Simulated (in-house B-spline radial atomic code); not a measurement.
# Ga7+: [Ar] 3d6

Level of theory: Dirac-Kohn-Sham B3LYP, spherical fractional occupations, Fermi nucleus of rms radius 3.9973 fm; calculated with a B-spline radial code for spherical atoms.

Z_r = [3n² - l(l+1)]/(2<r>); Z_e = n√(-2ε); the last column is Slater's effective charge. Values are occupation-weighted means over j.

| shell | electrons | ε (eV) | <r> (bohr) | Z_r | Z_e | Slater |
| --- | --- | --- | --- | --- | --- | --- |
| 1s | 2 | -10427 | 0.0486 | 30.86 | 27.68 | 30.70 |
| 2s | 2 | -1435.8 | 0.2173 | 27.61 | 20.55 | 26.85 |
| 2p | 6 | -1269.8 | 0.1905 | 26.25 | 19.32 | 26.85 |
| 3s | 2 | -298.26 | 0.6265 | 21.55 | 14.05 | 19.75 |
| 3p | 6 | -246.49 | 0.6394 | 19.55 | 12.77 | 19.75 |
| 3d | 6 | -160.32 | 0.6535 | 16.07 | 10.30 | 11.25 |

The least bound orbital is 3d5/2 at -160.1 eV, and it is also the most diffuse (<r> = 0.6546 bohr).

Spin-orbit splittings of the orbital energies (j = l + 1/2 above j = l - 1/2 when positive): 2p 27.73 eV, 3p 4.126 eV, 3d 0.6301 eV.

For the 1s electron the small component carries 1.25 % of the norm, the zero-frequency Breit interaction raises the level by 14.67 eV, self-energy by 7.53 eV, and vacuum polarisation lowers it by 0.712 eV.

Caution: exact exchange at fractional occupations of open shells leaves self-interaction of up to several eV.
